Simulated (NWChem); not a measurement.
# C3H5BO; SMILES C#CB(C)O

```xyz
10

B     -0.0728    -0.4530    -0.0012
C      0.0198     1.0928    -0.0009
C      0.0918     2.3085     0.0003
H      0.1611     3.3819     0.0021
C      1.2108    -1.3517     0.0000
H      0.9706    -2.4242    -0.0101
H      1.8287    -1.1318     0.8868
H      1.8447    -1.1173    -0.8715
O     -1.2950    -1.0424     0.0002
H     -2.0153    -0.4023     0.0001
```
Atoms are numbered in this order, from 1.

Program: NWChem. Medium grid unless said otherwise, to which SCAN and Minnesota functionals are sensitive. All runs use the structure optimised with PBE0/def2-SVP. Hybrids' shares of exact exchange are those that their runs print; pure functionals count as 0. The functionals differ in more than this share.

```
row              share of exact exchange  orbital gap (eV)
---------------  -----------------------  ----------------
PBE/def2-SVP                        0.00              5.08
BLYP/def2-SVP                       0.00              5.06
TPSSh/def2-SVP                      0.10              6.14
B3LYP/def2-SVP                      0.20              6.85
M06-2X/def2-SVP                     0.54          withheld
```

Problem. Fit a straight line of the last column on the one before it, predict the withheld value, and compare with the run.

Solution. 
1. Means of the 4 shown rows: x = 0.075, y = 5.783. Slope Σ(x − x̄)(y − ȳ)/Σ(x − x̄)² = 0.2492/0.02750 = 9.064; intercept 5.103.
2. The shown rows scatter about the line by 0.077 (root mean square); the largest residual is +0.13, at TPSSh/def2-SVP.
3. At x = 0.54 (M06-2X/def2-SVP; beyond the shown range) the line gives 10.00.
4. The run gives 9.55, -0.45 from the line, 5.8 times the scatter.
